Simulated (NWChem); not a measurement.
System: BF cation, doublet

```xyz
2

B      0.0000     0.0000    -0.7773
F      0.0000     0.0000     0.4351
```
Atoms are numbered in this order, from 1.

Results from NWChem. Spin-unrestricted. Coordinates come from a PBE0-D3(BJ)/def2-TZVP, spin-unrestricted optimisation. No stability test was run on the SCF state. Fermi-contact couplings, non-relativistic, static geometry.

Task: Estimate the computed values for PBE0/IGLO-II. Quantities: A(iso) 11B atom 1 (MHz); A(iso) 19F atom 2 (MHz); <S²>.

Result: 
- A(iso) 11B atom 1 (MHz) = 1729
- A(iso) 19F atom 2 (MHz) = 270
- <S²> = 0.753
